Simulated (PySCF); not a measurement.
CaF, SMILES [F][Ca], multiplicity 2. Geometry: PBE0-D3(BJ)/def2-TZVPD. The spin state was assumed, not searched.

Computed equilibrium geometry at PBE0-D3(BJ)/def2-TZVPD (PySCF confirms it by a frequency run) as bond lengths and angles, and its point group:
point group C∞v.
Atoms: Ca1 F2. Bonds (Å): Ca1–F2 1.955.
Charge 0, spin multiplicity 2.
